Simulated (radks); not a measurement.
Task: Species: the argon ion Ar+. Configuration: [Ne] 3s1.5 3p5.5 (fractional occupations, a model configuration). All-electron calculation, scalar-relativistic Kohn-Sham, r2SCAN, spin-polarised, spherical densities, finite nucleus; open shells are filled with parallel spins first; meta-GGA in the generalised Kohn-Sham scheme; Fermi nuclear charge, rms radius 3.4274 fm. Program: a radial shooting solver on a logarithmic mesh with Libxc functionals. Some entries of the table are withheld. Estimate them.

| orbital | occ. | eigenvalue (eV) | r(max) (bohr) |
|---|---|---|---|
| 1s up | 1 | -3150.990 | 0.05607 |
| 1s down | 1 | -3150.671 | 0.05608 |
| 2s up | 1 | -317.3389 | 0.3379 |
| 2s down | 1 | -317.1435 | 0.3381 |
| 2p up | 3 | -248.0942 | (1) |
| 2p down | 3 | -247.7714 | (2) |
| 3s up | 1 | (3) | 1.161 |
| 3s down | 0.5 | (4) | 1.167 |
| 3p up | 3 | -23.5336 | 1.256 |
| 3p down | 2.5 | -22.0722 | 1.268 |

Result: 
(1) 2p up r(max) (bohr): 0.2810
(2) 2p down r(max) (bohr): 0.2811
(3) 3s up eigenvalue (eV): -38.9440
(4) 3s down eigenvalue (eV): -37.2636
